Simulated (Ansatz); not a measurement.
Species: HAlI$_{2}$, SMILES `[I][AlH][I]` (charge 0, multiplicity 1).

### Question
Give a relaxed geometry from Ansatz (an electronic-structure program) with B3LYP-D3(BJ)/def2-TZVP.

### Answer
the end point of this relaxation (outside a Z-matrix the atoms follow the SMILES, hydrogens last).
Cartesian coordinates (Å) in one orientation:
```xyz
4

I      2.156    -0.960     0.023
Al    -0.007     0.237    -0.006
I     -2.100    -1.076     0.025
H     -0.049     1.799    -0.042
```
